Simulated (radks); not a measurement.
These are the eigenvalues of the occupied orbitals of an atom or ion with whole-number occupations (eV). Calculated with a radial shooting solver on a logarithmic mesh with Libxc functionals: non-relativistic Kohn-Sham, LDA (Slater exchange, Perdew-Wang correlation), spin-polarised, spherical densities, point nucleus.

1s up: -2759.755
1s down: -2759.079
2s up: -277.8541
2s down: -277.1124
2p up: -219.5819
2p down: -218.6658
3s up: -46.0066
3s down: -42.3812
3p up: -33.0293

Which element is it, and in what charge state? The configuration may be excited. Open shells, if any, are filled with parallel spins first.

Answer. Z = 17, chlorine, charge +2: Cl2+ in [Ne] 3s2 3p3. The list shows which subshells hold electrons but not how many an open one holds; the 1s level, -101.42 hartree, gives Z - s = 14.2 by -(Z - s)^2/2, which with screening narrows Z to a few neighbours, and the depths of the outer levels then fix element, charge and occupations together.
